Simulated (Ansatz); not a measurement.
A nudged elastic band was laid between two geometries of BClFH + ClH (6 atoms, charge 0, multiplicity 1).

Method: RKS B3LYP-D4/def2-SVP (Ansatz).

* movable images: 5
* climbing image: yes
* spring: 5.0 eV/Å²
* optimiser: quadratic models (default)
* start path: through a guess of the saddle point
* force threshold: 0.05 eV/Å
* iteration limit: 60
* end points: relaxed

Image 0:

```xyz
6
Properties=species:S:1:pos:R:3
B -0.038 0.325 -0.094
F -0.070 0.491 1.218
H 1.008 0.132 -0.647
Cl -1.533 0.471 -0.991
Cl -0.178 -2.720 1.049
H -0.191 -1.788 1.942
```

Image 6:

```xyz
6
Properties=species:S:1:pos:R:3
B -0.088 -0.522 -0.425
F -0.073 0.140 2.105
H 0.990 -0.020 -0.540
Cl -1.525 0.296 -0.969
Cl -0.195 -2.196 0.150
H -0.110 -0.788 2.156
```

(1) Which bonds break or form, and what moves?

(2) Give the energies along the band, and the barrier.

(3) What is the geometry of the highest image?

(4) What are the harmonic wavenumbers there?

Results:

(1) Bonds broken: B1–F2, Cl5–H6. Bonds formed: B1–Cl5, F2–H6. BClFH + ClH becomes BCl2H + FH.

(2) The forces met the threshold. The highest image is number 3 of 0 to 6, 1.17 eV above the first end and 0.46 eV above the last; the last end lies 0.71 eV above the first. A vibrational analysis at the climbing image gives one clearly imaginary mode, 873i cm⁻¹: a first-order saddle point. The orbitals stay closed-shell, which can raise the energy where a bond breaks towards radicals; this wasn't checked here.

```json
{"image": "0", "path coordinate (Å)": "0.00", "energy (eV)": "0.00", "B1–F2 (Å)": "1.32", "Cl5–H6 (Å)": "1.29", "B1–Cl5 (Å)": "3.26"}
{"image": "1", "path coordinate (Å)": "0.48", "energy (eV)": "0.06", "B1–F2 (Å)": "1.33", "Cl5–H6 (Å)": "1.29", "B1–Cl5 (Å)": "2.90"}
{"image": "2", "path coordinate (Å)": "0.97", "energy (eV)": "0.47", "B1–F2 (Å)": "1.38", "Cl5–H6 (Å)": "1.33", "B1–Cl5 (Å)": "2.42"}
{"image": "3", "path coordinate (Å)": "1.45", "energy (eV)": "1.17", "B1–F2 (Å)": "1.56", "Cl5–H6 (Å)": "1.58", "B1–Cl5 (Å)": "2.04"}
{"image": "4", "path coordinate (Å)": "1.83", "energy (eV)": "0.91", "B1–F2 (Å)": "1.82", "Cl5–H6 (Å)": "1.95", "B1–Cl5 (Å)": "1.87"}
{"image": "5", "path coordinate (Å)": "2.21", "energy (eV)": "0.76", "B1–F2 (Å)": "2.21", "Cl5–H6 (Å)": "2.25", "B1–Cl5 (Å)": "1.80"}
{"image": "6", "path coordinate (Å)": "2.59", "energy (eV)": "0.71", "B1–F2 (Å)": "2.61", "Cl5–H6 (Å)": "2.45", "B1–Cl5 (Å)": "1.77"}
```

(3) 
```xyz
6
Properties=species:S:1:pos:R:3:forces:R:3
B -0.072 -0.250 -0.002 0.00 0.01 0.02
F -0.100 0.133 1.507 0.00 -0.01 -0.01
H 1.006 -0.038 -0.469 -0.01 0.00 -0.01
Cl -1.545 0.275 -0.819 0.00 0.01 0.00
Cl -0.148 -2.197 0.608 0.01 -0.01 -0.01
H -0.142 -1.013 1.652 -0.01 0.01 0.01
```

(4) 873i, 206, 318, 480, 563, 741, 822, 842, 1058, 1119, 1647, 2717 cm⁻¹.

The run took 73 s on 1 thread of Intel(R) Xeon(R) 6975P-C (Granite Rapids) (shared host), peak memory 0.16 GiB.
